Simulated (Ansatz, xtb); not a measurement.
## Relaxing a trial structure of C4H11AlOSi

The starting geometry of this gas-phase singlet was built from a drawn formula by distance geometry and a force field; its bonds are those of `[SiH3]O[C@@H]1CC[CH2][AlH]1`.

```xyz
18

C    -0.1928   -0.1859   -0.8998
C    -1.2731    0.5058    0.0003
C    -2.6471   -0.1634   -0.2288
C    -2.5240   -1.6801   -0.1393
Al   -0.7403   -2.0985   -0.9000
O     1.0963   -0.1021   -0.3420
Si    1.8621    1.4175   -0.7602
H     3.2066    1.4717   -0.2111
H     1.8871    1.4742   -2.2558
H     1.0602    2.5217   -0.2822
H    -0.2810    0.1526   -1.9502
H    -0.9595    0.3375    1.0704
H    -1.2954    1.4942   -0.2474
H    -3.3975    0.2074    0.5627
H    -2.9899    0.0801   -1.2232
H    -3.3177   -2.1892   -0.7392
H    -2.5661   -2.0974    0.9037
H     0.2099   -3.1122   -0.2064
```

Problem. Predict what becomes of its bonds when it is optimised with r2SCAN-D4/def2-SVP.

Solution. It keeps its bonds, and is `[SiH3]O[C@@H]1CC[CH2][AlH]1`.

The energy falls by 1.07 eV over 15 steps:

```
step  E − E(last) (eV)
   1             1.072
   3             0.093
   4             0.031
   6             0.005
   7             0.004
   9             0.001
  10             0.000
  12             0.000
  13             0.000
  15             0.000
```

Final geometry (Å):

```xyz
18

C    -0.1706   -0.2766   -0.9067
C    -1.2827    0.4782   -0.1462
C    -2.6347   -0.2309   -0.3517
C    -2.5399   -1.7219    0.0580
Al   -0.7263   -2.1589   -0.5652
O     1.1500    0.0360   -0.4344
Si    1.8757    1.5181   -0.6755
H     3.3216    1.3418   -0.3697
H     1.6941    1.9567   -2.0974
H     1.3182    2.5862    0.2136
H    -0.2520   -0.0026   -1.9841
H    -1.0285    0.4671    0.9321
H    -1.3495    1.5437   -0.4387
H    -3.4283    0.3063    0.1979
H    -2.9114   -0.1593   -1.4214
H    -3.3898   -2.3186   -0.3134
H    -2.5820   -1.8073    1.1631
H     0.0738   -3.5243   -0.7088
```

From the same start GFN2-xTB ends elsewhere, differing in Al5–O6 (1.87 against 2.89 Å here).

No frequencies were run, so the end isn't proven a minimum. Run with Ansatz 0.2.0, 51 s on 4 threads of Arm Neoverse V2, with other jobs on the host.
